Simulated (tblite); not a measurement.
C3H9NSeSi2.
Numbering: `[N:1]#[C:2][CH2:3][SiH2:4][CH2:5][Se:6][SiH3:7]` (hydrogens: H8, H9 on C3; H10, H11 on Si4; H12, H13 on C5; H14, H15, H16 on Si7)

Computed with GFN2-xTB (tblite), gas phase: L-BFGS steps from a force-field or distance-geometry start until the largest atomic force falls under 0.01 eV/Å.

Geometry at step 5:
```
atom  x, y, z in Å
N1     -2.1843   -1.6397    2.1043
C2     -2.2396   -1.3072    1.0117
C3     -2.2829   -0.8400   -0.3330
Si4    -1.4961    0.8928   -0.4947
C5      0.3062    0.7711    0.0701
Se6     1.3419   -0.4218   -1.1257
Si7     3.2660   -0.1428    0.0330
H8     -3.3177   -0.7749   -0.6567
H9     -1.7640   -1.5543   -0.9687
H10    -1.5425    1.3146   -1.8965
H11    -2.1885    1.8226    0.3962
H12     0.3940    0.3678    1.0783
H13     0.7841    1.7486    0.0345
H14     3.5895    1.2786    0.0127
H15     4.2959   -0.9218   -0.6200
H16     3.0304   -0.5847    1.3966
```

Problem. Give the atomic forces at this geometry.

Solution. 
```
atom  Fx (eV/Å)  Fy (eV/Å)  Fz (eV/Å)
  N1      0.010     -0.077      0.145
  C2      0.013      0.084     -0.005
  C3     -0.066      0.027     -0.099
 Si4     -0.004      0.119     -0.037
  C5      0.117     -0.005     -0.014
 Se6     -0.023      0.021      0.027
 Si7      0.092      0.034     -0.017
  H8     -0.164     -0.112     -0.026
  H9      0.069     -0.074     -0.078
 H10     -0.053     -0.027     -0.001
 H11     -0.054      0.069      0.032
 H12     -0.002      0.010     -0.003
 H13      0.052     -0.017      0.032
 H14     -0.002      0.098      0.008
 H15      0.054     -0.110     -0.116
 H16     -0.040     -0.041      0.154
```

The largest, 0.20 eV/Å, acts on H8; the rms over all components is 0.069 eV/Å. The forces sum to zero within rounding, as they must for an isolated molecule in no field.

Problem. Give the force on H8 in Eh/bohr and in nN.

Solution. 0.200 eV/Å ÷ 51.422 = 0.00390 Eh/bohr, and 0.200 eV/Å × 1.602 = 0.32 nN.

Problem. How far is this geometry from the end of the optimisation?

Solution. 0.020 eV above it, and 0.070 Å rms away after alignment. The bonds farthest from their final lengths, with half the difference of the two atoms' forces along the bond (positive lengthens):

```csv
bond,now (Å),final (Å),force along bond (eV/Å)
Si4–C5,1.893,1.905,+0.07
C3–Si4,1.910,1.920,+0.05
Se6–Si7,2.263,2.272,+0.04
Si7–H16,1.453,1.460,+0.10
Si7–H15,1.447,1.454,+0.05
C3–H9,1.088,1.092,+0.06
```

The angle farthest from its final value is C5–Se6–Si7, 93.5° against 96.9°.

Of the 2 listed bonds off by 0.010 Å or more, this force points towards the final length in 2.

What follows is the cost of the whole relaxation. The run took 0.74 s on an Arm Neoverse N1 with one thread, shared host.
